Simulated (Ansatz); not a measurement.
The cluster Ba6O5 (the lowest singlet isomer of a short search), 11 atoms. Hardware: 4 threads of Arm Neoverse V1 on a shared host.

In the def2 sets Ba takes a core potential; there is no spin–orbit coupling. Correlated methods freeze 5 core orbitals; core or outer-core shells of Ba are correlated, in sets that lack core-valence functions.

**Question.** How many basis functions does each of these Ansatz runs have, and roughly what does it cost? LDA (SPW92)/def2-TZVP, charge 0 triplet, energy, from earlier orbitals; MP2/def2-SVP, charge 0 triplet, energy, from earlier orbitals; PBE-D4/def2-SVP, charge 0 singlet, relaxation, 5 steps; PBE0-D4/def2-TZVP, charge 0 quintet, energy, from earlier orbitals; PBE-D4/def2-TZVP, charge 0 singlet, energy, from earlier orbitals; PBE0-D4/def2-TZVP, charge -1 doublet at the geometry of the charge 0 singlet, energy; r2SCAN-D4/def2-TZVP, charge 0 quintet, energy, from earlier orbitals; PBE0-D4/def2-TZVP, charge 0 singlet, energy, from earlier orbitals; HSE06-D4/def2-TZVP, charge 0 singlet, energy, from earlier orbitals; PBE0-D4/def2-SVP, charge 0 singlet, energy, from earlier orbitals; PBE-D4/def2-TZVP, charge -1 doublet at the geometry of the charge 0 singlet, energy, from earlier orbitals; r2SCAN-D4/def2-TZVP, charge 0 triplet, energy, from earlier orbitals.

**Answer.** Other jobs shared the machine, so times can vary by a factor of up to 3. A dash marks memory too small to be measured apart from the calling script's.

```
                                                                                                       run  functions  fitting or Cholesky vectors  wall time  peak host memory (GiB)
                                         PBE0-D4/def2-SVP, charge 0 singlet, energy, from earlier orbitals        250                         2311       16 s                     1.3
                                         PBE-D4/def2-TZVP, charge 0 singlet, energy, from earlier orbitals        395                         2477       17 s                     1.1
                                    LDA (SPW92)/def2-TZVP, charge 0 triplet, energy, from earlier orbitals        395                         2477       18 s                     1.3
                                             MP2/def2-SVP, charge 0 triplet, energy, from earlier orbitals        250                         1912       24 s                     1.1
                                       HSE06-D4/def2-TZVP, charge 0 singlet, energy, from earlier orbitals        395                         2531       29 s                     2.3
                                        PBE0-D4/def2-TZVP, charge 0 singlet, energy, from earlier orbitals        395                         2531       37 s                     2.1
                                                    PBE-D4/def2-SVP, charge 0 singlet, relaxation, 5 steps        250                         2293       44 s                       –
                                      r2SCAN-D4/def2-TZVP, charge 0 quintet, energy, from earlier orbitals        395                         2477       93 s                     1.6
PBE-D4/def2-TZVP, charge -1 doublet at the geometry of the charge 0 singlet, energy, from earlier orbitals        395                         2477       99 s                     2.9
                      PBE0-D4/def2-TZVP, charge -1 doublet at the geometry of the charge 0 singlet, energy        395                         2531    2.3 min                     2.9
                                      r2SCAN-D4/def2-TZVP, charge 0 triplet, energy, from earlier orbitals        395                         2477    3.1 min                     3.4
                                        PBE0-D4/def2-TZVP, charge 0 quintet, energy, from earlier orbitals        395                         2531    4.9 min                     2.9
```
